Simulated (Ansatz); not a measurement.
System: VF₃, charge 0, multiplicity 3. The spin state was set by rule; other spins were not relaxed. SMILES: [F][V]([F])[F]
Geometry: optimised at B3LYP-D3(BJ)/def2-TZVP (Ansatz, a first-principles code).

Parts of the frozen-core correlation energy in STO-3G (Ansatz, hartree). Frozen orbitals: 12; correlated occupied orbitals by spin: 14 and 12; virtual: 7 and 9. UHF or UKS for open shells. No spin-orbit coupling. Non-relativistic.

```
term                             value
-------------------------  -----------
reference (HF)             -1227.40548
MP2 opposite-spin             -0.09238
MP2 same-spin                 -0.03919
CCSD correlation              -0.14034
(T)                           -0.02633
T1 diagnostic                    0.030
largest doubles amplitude        0.057
<S^2> of the reference           2.017
```
